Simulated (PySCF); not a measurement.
# Functional dependence of a UV spectrum

Compound: C2H5ClGeS.
SMILES: `C=C[S][GeH2][Cl]`

Linear-response calculations in the def2-SVPD basis (PySCF; singlets by full response, triplets Tamm–Dancoff, core orbitals frozen in the response; HF means time-dependent Hartree–Fock). 'Strongest' is the level of largest summed f among the singlets computed (10 roots, of which the last may lack a degenerate partner); it can jump between rows when another state enters that window. S1 is the lowest singlet of each run and needn't be the same state throughout; f(S1) is that of one state. Isolated species at its PBE0-D3(BJ)/def2-SVP geometry (one conformer only). Relativistic effects, spin–orbit coupling among them, are left out although an element past zinc is present.

| functional | kind | S1 (eV) | f(S1) | strongest (eV) | T1 (eV) | HOMO (eV) | gap (eV) | ionisation energy, ΔSCF (eV) |
| --- | --- | --- | --- | --- | --- | --- | --- | --- |
| LDA | LDA | 4.25 | 0.007 | 4.81 | 3.83 | -6.09 | 4.07 | 9.01 |
| PBE | GGA | 4.31 | 0.007 | 4.90 | 3.74 | -5.95 | 4.15 | 8.81 |
| B3LYP | global hybrid, 20% exact exchange | 4.67 | 0.009 | 5.29 | 3.83 | -6.79 | 5.62 | 8.91 |
| PBE0 | global hybrid, 25% exact exchange | 4.89 | 0.011 | 5.43 | 3.80 | -7.02 | 6.12 | 8.92 |
| BHandHLYP | global hybrid, 50% exact exchange | 5.24 | 0.017 | 5.87 | 3.81 | -7.94 | 7.94 | 8.86 |
| CAM-B3LYP | range-separated hybrid | 5.07 | 0.016 | 5.70 | 3.87 | -8.25 | 8.31 | 8.99 |
| LC-wPBE | range-separated hybrid | 5.48 | 0.024 | 6.11 | 3.81 | -9.60 | 10.79 | 9.12 |
| HF | Hartree–Fock | 5.95 | 0.038 | 6.54 | 3.42 | -9.38 | 11.38 | not settled |

Problem. What does wB97X-D (range-separated hybrid) give?

Solution. S1 (eV) 5.16, f(S1) 0.017, strongest (eV) 5.74, T1 (eV) 3.98, HOMO (eV) -8.80, gap (eV) 9.60, ionisation energy, ΔSCF (eV) 9.00. S1 runs from 4.25 eV (LDA) to 5.95 eV (HF), a spread of 1.70 eV, while the orbital gap spreads over 7.3 eV. Along PBE (0%), B3LYP (20%), PBE0 (25%), BHandHLYP (50%), HF (100%) S1 rises with the share of exact exchange. −ε(HOMO) comes closest to its own ΔSCF ionisation energy with wB97X-D (-0.20 eV) and misses most with LDA (-2.92 eV). 'Not settled' means that the ion's SCF failed to converge or may have ended in another state than the lowest.
